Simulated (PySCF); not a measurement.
F3OSi, SMILES [O][Si](F)(F)F, multiplicity 2. Geometry: PBE-D3(BJ)/def2-SVP. The isomer is the one that the SMILES or the coordinates give; other isomers of the formula were not compared.

These are PySCF with PBE-D3(BJ)/def2-SVP values and carry that method's errors.

Harmonic wavenumbers (cm⁻¹): 118, 219, 318, 335, 353, 733, 916, 974, 989. Rotational constants (GHz): 4.138, 3.930, 3.788; symmetry number 1.

Q: Work out the zero-point energy and the ideal-gas rigid-rotor harmonic-oscillator thermochemistry at 298.15 K and 1 atm.

A: ZPE = ½ Σ hcν = ½ × 4955 cm⁻¹ = 29.64 kJ/mol. H − E(el) = 46.37 kJ/mol. Entropy in J/(mol K): translation 166.31, rotation 109.03, vibration 39.38, spin 5.76, total 320.48. G − E(el) = -49.18 kJ/mol. Cp = 77.62 J/(mol K). Modes under 150 cm⁻¹ make the vibrational entropy uncertain.
